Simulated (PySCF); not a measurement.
Compound: C4H10Ge.
Structure used (PBE0-D3(BJ)/def2-SVP), in Å, numbered top down from 1:
```xyz
15
C4H10Ge angstrom
C      1.9159    0.3461   -0.3236
C      0.4902    0.4895    0.1621
C     -0.1547   -0.7292    0.8695
C     -1.6522   -0.5578    0.5307
Ge    -1.0967    0.5140   -1.0359
H      2.6135    0.1820    0.5158
H      2.0234   -0.5087   -1.0108
H      2.2547    1.2460   -0.8600
H      0.3968    1.3755    0.8148
H      0.2250   -1.6538    0.4003
H      0.0749   -0.8058    1.9473
H     -2.1712    0.0838    1.2597
H     -2.2328   -1.4814    0.4023
H     -0.9162   -0.3038   -2.3325
H     -1.8144    1.8421   -1.3569
```

Linear response at B3LYP/def2-SVPD (PySCF, frozen core in the response, non-relativistic). Relativistic effects, spin–orbit coupling among them, are left out although an element past zinc is present.

Static isotropic polarisability: 80.37 au (11.91 Å³), principal values 69.5, 81.3, 90.4 au.

Question: What is the polarisability at 1064 nm and at the sodium D line?

Answer: 81.15 au at 1064 nm (+1.0 %), 83.01 au at 589.3 nm (+3.3 %). The rise at 589.3 nm is 3.37 times that at 1064 nm; a pure ω² law gives 3.26. The lowest singlet lies at 195 nm, shorter than both wavelengths.

Question: What is the isotropic C6 coefficient between two such molecules, C6 = (3/π)∫α(iω)² dω?

Answer: 2426 au (Eh·bohr⁶) by a ten-point quadrature over imaginary frequencies, which is 1450 eV·Å⁶ or 140 J·nm⁶/mol.

Question: Which effective excitation energy ω̄ makes London's formula C6 = (3/4)α²ω̄ exact here?

Answer: ω̄ = 4·C6/(3α²) = 0.501 Eh = 13.6 eV. A one-pole form α(ω) = α/(1 − ω²/ω̄²) fitted to the 1064 nm value gives 11.9 eV. London's choice of the ionisation energy (9.35 eV, ΔSCF at the same level) gives C6 = 1660 au, 31 % too low.

Question: What molar refraction at the D line follows from R = (4π/3)·N_A·α′, with α′ the polarisability volume?

Answer: α′ = 12.30 Å³ gives R = 31.03 cm³/mol, for isolated, non-vibrating species.

Question: What n − 1 at the D line would an ideal gas of it have at 273.15 K and 1 atm (2.6868 × 10¹⁹ cm⁻³), by n − 1 = 2π·N·α′?

Answer: 20.77 × 10⁻⁴, a formal value whether or not that pressure can be reached.

Question: What three-body coefficient follows from the one-pole estimate C9 = (3/4)·α·C6?

Answer: 146000 au. This is an estimate from the two numbers above, not a computed integral.

Question: How many electrons N does the Slater–Kirkwood formula C6 = (3/4)·√N·α^(3/2) need to give this C6?

Answer: N = (4·C6/3)²/α³ = 20.2; the species has 66 electrons in all.

On Arm Neoverse V1, one thread, shared host with 32 logical CPUs at a one-minute load of 9.8, this took 2.2 min of wall time (with the writing of density and orbital grids) and 0.94 GiB of memory at its peak. This is the whole response run at B3LYP/def2-SVPD, SCF included.

One conformer stands for the species.
